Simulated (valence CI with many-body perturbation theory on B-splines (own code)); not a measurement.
# Ge X: magnetic and hyperfine properties of the levels

Method: relativistic CI+MBPT: five valence electrons over a frozen Dirac-Fock core [Ar], a basis of 7 s, 7 p, 8 d, 6 f, 4 g, 1 h functions for each j, with the one-electron correlation potential Σ1, the two-electron term Σ2, the three-electron term Σ3, Breit, model QED; selected CI, second order for the rest, scaled by the run's own slope (own B-spline code, finite nucleus).

No measured levels were compared; by estimate terms of the open shell hold to 2 to 4 % of their energy, and close levels can change places. Among the levels kept, up to 1300 cm⁻¹ of a level comes from second order outside the variational space, and about a tenth of that is noise between levels of different J, which matters for small intervals. Excitations out of the core, of the other parity, are not computed and may begin above about 63.8 eV (a cautious bound); beyond it only levels of the ground parity were kept, without lifetimes.

A/g_I is the dipole constant over the nuclear g factor μ/I (μ in nuclear magnetons, uniformly magnetised nucleus), B/Q the quadrupole constant per barn. Both hold the static response of the core; the bare values leave it out. Large factors of s and p1/2 electrons are usually good to 5 to 10 %; those of open d and f shells near neutrality can be off by tens of per cent, and small factors of p3/2, d and f electrons come from cancelling terms and can be off by a factor of two or in sign, in half-filled shells by more. B is blank for J = 1/2, where it vanishes, and for nearly pure S terms. Energies count from the lowest level.

Names give the largest LS component (configuration and term), which can be under half, so a name can repeat, a term be missing and a line seem to break the LS rules; names also repeat where a configuration has a term twice. Letters in brackets count levels of one name in rising energy.

| Level | E (cm⁻¹) | g | A/g_I (MHz) | A/g_I bare | B/Q (MHz/b) | B/Q bare |
| --- | --- | --- | --- | --- | --- | --- |
| 3d5 6S_5/2 | 0 | 1.998 | -474 | -11.6 |  |  |
| 3d5 4G_5/2 | 57939 | 0.581 | 2180 | 2020 | 170 | 179 |
| 3d5 4G_11/2 | 58033 | 1.271 | 1380 | 1530 | -49.2 | -45.6 |
| 3d5 4G_7/2 | 58237 | 0.986 | 1540 | 1560 | 239 | 251 |
| 3d5 4G_9/2 | 58340 | 1.171 | 1360 | 1460 | 193 | 205 |
| 3d5 4P_5/2 | 63682 | 1.532 | 432 | 690 | 1450 | 1500 |
| 3d5 4P_3/2 | 64603 | 1.615 | 866 | 1170 | 869 | 903 |
| 3d5 4P_1/2 | 65644 | 2.415 | -1840 | -1200 |  |  |
| 3d5 4D_7/2 | 70494 | 1.422 | 764 | 975 | 473 | 481 |
| 3d5 4D_1/2 | 71847 | 0.249 | 4060 | 3770 |  |  |
| 3d5 4D_5/2 | 72472 | 1.414 | 942 | 1150 | -964 | -1000 |
| 3d5 4D_3/2 | 72529 | 1.305 | 1410 | 1580 | -611 | -633 |
| 3d5 2I_11/2 | 83832 | 0.930 | 1840 | 1840 | 120 | 126 |
| 3d5 2I_13/2 | 84466 | 1.076 | 1710 | 1780 | -12.3 | -9.61 |
| 3d5 2D_5/2 [a] | 89012 | 1.077 | 1370 | 1430 | 496 | 517 |
| 3d5 2D_3/2 [a] | 91547 | 0.728 | 2710 | 2630 | 24.0 | 27.3 |
| 3d5 2F_7/2 [a] | 94193 | 1.147 | 1750 | 1850 | -880 | -910 |
| 3d5 4F_9/2 | 95791 | 1.288 | 1180 | 1330 | -109 | -115 |
| 3d5 4F_5/2 | 96779 | 1.006 | 1790 | 1830 | -642 | -664 |
| 3d5 4F_7/2 | 97460 | 1.214 | 1120 | 1240 | -612 | -633 |
| 3d5 4F_3/2 | 98679 | 0.480 | 2880 | 2690 | -208 | -214 |
| 3d5 2F_5/2 [a] | 101350 | 1.009 | 1440 | 1470 | -219 | -222 |
| 3d5 2H_9/2 | 101350 | 1.002 | 1740 | 1770 | 762 | 786 |
| 3d5 2H_11/2 | 104140 | 1.084 | 1660 | 1720 | -107 | -113 |
| 3d5 2G_7/2 [a] | 104740 | 0.906 | 2230 | 2220 | -346 | -368 |
| 3d5 2G_9/2 [a] | 107370 | 1.061 | 1590 | 1640 | -560 | -587 |
| 3d5 2F_5/2 [b] | 111600 | 0.869 | 1680 | 1650 | 25.5 | 34.5 |
| 3d5 2F_7/2 [b] | 112320 | 1.144 | 1660 | 1760 | 658 | 692 |
| 3d5 2S_1/2 | 122210 | 1.998 | -471 | -13.1 |  |  |
| 3d5 2D_3/2 [b] | 136430 | 0.800 | 2160 | 2100 | -278 | -291 |
| 3d5 2D_5/2 [b] | 137000 | 1.193 | 1390 | 1500 | -199 | -210 |
| 3d5 2G_9/2 [b] | 151670 | 1.110 | 1530 | 1610 | -285 | -291 |
| 3d5 2G_7/2 [b] | 151920 | 0.889 | 2110 | 2090 | 442 | 461 |
| 3d5 2P_3/2 | 183230 | 1.320 | 1300 | 1470 | -752 | -784 |
| 3d5 2P_1/2 | 183750 | 0.671 | 330 | 190 |  |  |
| 3d5 2D_5/2 [c] | 199560 | 1.199 | 1170 | 1280 | -130 | -136 |
| 3d5 2D_3/2 [c] | 200030 | 0.811 | 2890 | 2850 | 953 | 988 |
| 3d4.4s 6D_1/2 | 761540 | 3.324 | 10500 | 10200 |  |  |
| 3d4.4s 6D_3/2 | 762450 | 1.864 | 4740 | 4630 | 1280 | 1330 |
| 3d4.4s 6D_5/2 | 763840 | 1.656 | 3940 | 3870 | 932 | 964 |

**Question.** Take the isotope of mass number 73, with I = 9/2, μ = -0.87824 μN and Q = -0.196 b. What is the hyperfine structure of 3d5 4G_11/2?

**Answer.** From the table A = -269 MHz, B = 9.65 MHz. Shifts from the centre of gravity in MHz: F = 1: 7870, F = 2: 7330, F = 3: 6530, F = 4: 5450, F = 5: 4100, F = 6: 2490, F = 7: 603, F = 8: -1550, F = 9: -3970, F = 10: -6660.
